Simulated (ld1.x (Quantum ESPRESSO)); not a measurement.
**chromium (Cr), PAW: configuration errors across variants**

Cr (Z = 24), PAW, made with ld1.x (Quantum ESPRESSO) 7.5 (PBE, scalar-relativistic). Core [Ar], reference 3d5 4s0.5 4p0.5. Waves: 4s (bound): rcut 2.25, rcutus 2.50 bohr; 4s channel at 0.8 Ry: rcut 2.25, rcutus 2.50 bohr; 4p (bound): rcut 3.15, rcutus 3.35 bohr; 4p channel at 1.65 Ry: rcut 3.15, rcutus 3.35 bohr; 3d (bound): rcut 0.95, rcutus 1.05 bohr; 3d channel at 3.55 Ry: rcut 0.95, rcutus 1.05 bohr; 4f channel at 0.3 Ry: rcut 3.30, rcutus 3.50 bohr; 4f channel at 2 Ry: rcut 3.30, rcutus 3.50 bohr. Local part: all-electron potential smoothed inside 1.65 bohr (lloc = -1). Core correction: Bessel-smoothed model core inside 0.80 bohr. Augmentation charge: PSQ, inside the norm-conserving radii.

All-electron excitation energies from the reference (eV): (1) 3d5 4s1 4p0 -1.534; (2) 3d5 4s0 4p0 5.367; (3) 3d4 4s0 4p0 21.420; (4) 3d5.5 4s0.5 4p0 -0.808; (5) 3d5 4s0.5 4p0 1.173; (6) 3d2 4s0 4p0 100.529; (7) 3d4 4s1 4p0 6.453.

4 further variants failed, have other tests or another functional or relativity, and are left out.

Errors AE − PS in meV (a dash: test not solved or not reliable):

| change | (1) | (2) | (3) | (4) | (5) | (6) | (7) | bound ghosts |
| --- | --- | --- | --- | --- | --- | --- | --- | --- |
| base | 0.0 | -4.5 | -108 | -5.6 | -0.7 | -3306 | +55 | none |
| waves 4f channel at 0.3 Ry: rcut 2.36, rcutus 2.50 bohr; 4f channel at 2 Ry: rcut 2.36, rcutus 2.50 bohr | 0.0 | -4.5 | -108 | -5.6 | -0.7 | -3306 | +55 | none |
| waves 3d (bound): rcut 0.60, rcutus 0.64 bohr; 3d channel at 3.55 Ry: rcut 0.60, rcutus 0.64 bohr | +0.1 | -4.5 | -108 | -5.5 | -0.7 | -3305 | +17 | none |
| augmentation BESSEL, radius 0.90 bohr | -0.2 | -0.2 | -101 | -6.4 | +0.2 | -3311 | – | none |
| waves 4p (bound): rcut 3.15, rcutus 3.52 bohr; 4p channel at 1.65 Ry: rcut 3.15, rcutus 3.52 bohr | 0.0 | -4.4 | -107 | -5.8 | -0.7 | -3306 | +46 | none |
| core correction Bessel-smoothed model core inside 1.12 bohr | 0.0 | -4.5 | -108 | -5.6 | -0.7 | -3306 | +68 | none |

(1) Give the same row for: waves 4s (bound): rcut 2.25, rcutus 2.64 bohr; 4s channel at 0.8 Ry: rcut 2.25, rcutus 2.64 bohr.

Results:

(1) +0.2, -4.5, -108, -5.4, -0.6, -3306, +532; bound ghosts: none.
